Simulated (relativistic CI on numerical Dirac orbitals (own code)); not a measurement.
## Ce³⁺: 5p photoemission

Computed with this model: Dirac-Coulomb-Breit CI, KLI orbitals optimised for each configuration, QED by a radiative potential, valence Slater integrals scaled by 0.8, multiplet model of photoemission in the sudden approximation; configurations [Xe] 4f → [Kr] 4d10 4f 5s2 5p5; 300 K; Lorentzian 0.84 eV and Gaussian 0.5 eV FWHM. Energies are those of the free ion, without screening or charge transfer. The energies are binding energies and can lie tens of eV above those of solids. S is read from ⟨S²⟩ = S(S + 1).

free ion: ground-state S = 0.50, centroid 51.07 eV. Peaks (eV, height): 49.9 (100), 53.1 (58).

Strongest unbroadened transitions for free ion:

```
Energy (eV)  Relative strength
      49.08               33.8
      49.46               34.9
      49.83              100.0
      50.04               14.2
      50.45               64.8
      50.88                0.2
      51.17               23.2
      52.99               77.7
      53.39                0.9
      53.45                1.1
      53.76               54.5
```
